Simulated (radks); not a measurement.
Mn X, 16 electrons, occupied as [Ne] 3s2 3p4.

All-electron calculation, scalar-relativistic Kohn-Sham, BLYP, spin-polarised, spherical densities, finite nucleus; open shells are filled with parallel spins first; Fermi nuclear charge, rms radius 3.7057 fm. Program: a radial shooting solver on a logarithmic mesh with Libxc functionals.

Energy parts (hartree):
total: -1128.85414
kinetic: 1141.96187
electron-nucleus: -2565.84241
Hartree: 340.89623
exchange-correlation: -45.86984

Orbitals (lengths in bohr, moments of r in powers of bohr; r(max) is where P^2 peaks):
orbital  occ.  eigenvalue (hartree)   r(max)
1s up       1             -244.4204  0.03987
1s down     1             -244.3750  0.03987
2s up       1             -35.32061   0.2321
2s down     1             -35.28471   0.2322
2p up       3             -31.18102   0.1879
2p down     3             -31.12876   0.1881
3s up       1             -10.03441   0.6973
3s down     1              -9.85108   0.6977
3p up       3              -8.81645   0.6953
3p down     1              -8.63710   0.6959
3d up       0              -6.95575   0.6197
3d down     0              -6.79832   0.6162
4s up       0              -4.44564    1.574
4s down     0              -4.39779    1.589

The highest occupied level is 3p down at -235.03 eV. The density falls to 0.001 e/bohr^3 at r = 1.92 bohr. The electron density at the nucleus is 1.331e+04 e/bohr^3 (large components only). For comparison, the ionisation energy in NIST's Atomic Spectra Database is 248.6 eV (semi-empirical). In exact Kohn-Sham theory the highest level is minus the ionisation energy, but local and semilocal functionals leave it too shallow, through self-interaction and a potential that decays too fast; potentials with the right tail come closer. The spin density at the nucleus is -0.469 e/bohr^3 (1s -1.380, 2s 0.295, 3s 0.616). Summed over all electrons, <r^2> = 4.753 bohr^2, which gives a Langevin (diamagnetic) susceptibility term of -3.76 x 10^-6 cm^3/mol. Spin moment in Bohr magnetons: 2.
